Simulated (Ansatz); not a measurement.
The first iterations of a band of AlClF₂H₂ (6 atoms, charge 0, multiplicity 1).

Theory: Ansatz 0.2.0, RKS B3LYP-D4/def2-SVP.

```yaml
movable_images: 5
climbing_image: yes
spring: 5.0 eV/Å²
optimiser: quadratic models (default)
start_path: through a guess of the saddle point
force_threshold: 0.05 eV/Å
iteration_limit: 60
end_points: relaxed
```

First end point:

```xyz
6
Properties=species:S:1:pos:R:3
Al 0.002 0.144 0.050
H -0.004 0.758 1.494
F 1.415 0.087 -0.828
F -1.419 0.009 -0.807
Cl 0.077 -2.357 0.903
H 0.077 -2.022 2.155
```

Last end point:

```xyz
6
Properties=species:S:1:pos:R:3
Al 0.024 -0.672 -0.179
H 0.005 0.264 1.866
F 1.421 0.148 -0.505
F -1.419 0.077 -0.479
Cl 0.080 -2.715 0.229
H 0.038 -0.483 2.036
```

| iteration | highest image above the first end (eV) | largest band force component (eV/Å) |
| --- | --- | --- |
| 1 | 1.104 | 3.223 |
| 2 | 0.418 | 1.453 |
| 3 | 0.603 | 1.859 |
| 4 | 0.320 | 0.652 |
| 5 | 0.308 | 0.503 |
| 6 | 0.299 | 0.456 |

**Question.** Does the band converge within its limit, and where does its top end?

**Answer.** The forces met the threshold. It ended after 18 iterations with the highest image 0.305 eV above the first end. A vibrational analysis at the climbing image gives one clearly imaginary mode, 724i cm⁻¹: a first-order saddle point. The orbitals stay closed-shell, which can raise the energy where a bond breaks towards radicals; this wasn't checked here.

Time of the run: 3 min on 1 thread of Arm Neoverse V2, with other jobs on the host, peak memory 0.14 GiB.
